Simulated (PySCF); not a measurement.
# I (iodine, neutral) across methods

[Kr] 4d10 5s2 5p4 6s1, high-spin 4P determinant (an excited configuration). All numbers are calculated (PySCF 2.14, scalar relativity by spin-free X2C-1e, in aug-cc-pwCVTZ-DK3 with one added diffuse shell each of s, p, d, f type (11s10p8d5f1g, 125 functions)).

| method | E (hartree) | mean ε 5p α (eV) | mean ε 5p β (eV) | mean ε 6s α (eV) | Σ⟨r²⟩ (bohr²) | ⟨S²⟩ |
| --- | --- | --- | --- | --- | --- | --- |
| PBE0 | -7114.76 | -12.496 | -10.923 | -2.520 | 90.66 | 3.754 |
| PBE | -7114.69 | -11.126 | -9.682 | -2.141 | 89.92 | 3.753 |
| LC-wPBE | -7114.64 | -15.338 | -13.825 | -3.624 | 92.31 | 3.755 |
| TPSSh | -7114.80 | -11.840 | -10.346 | -2.206 | 91.21 | 3.754 |
| B97-3 | -7114.71 | -12.484 | -10.960 | -2.443 | 91.32 | 3.754 |
| UHF | -7112.18892 | -15.793 | -13.715 | -3.332 | 95.33 | 3.761 |
| LDA | -7108.59 | -11.180 | -9.804 | -2.263 | 88.65 | 3.751 |

Q: Estimate the same row for r2SCAN.

A: E (hartree) = -7115.10; mean ε 5p α (eV) = -11.686; mean ε 5p β (eV) = -10.103; mean ε 6s α (eV) = -2.172; Σ⟨r²⟩ (bohr²) = 91.24; ⟨S²⟩ = 3.756.

The outer electron is Rydberg-like, and this basis confines it to a smaller radius and binds it less than a complete one would.
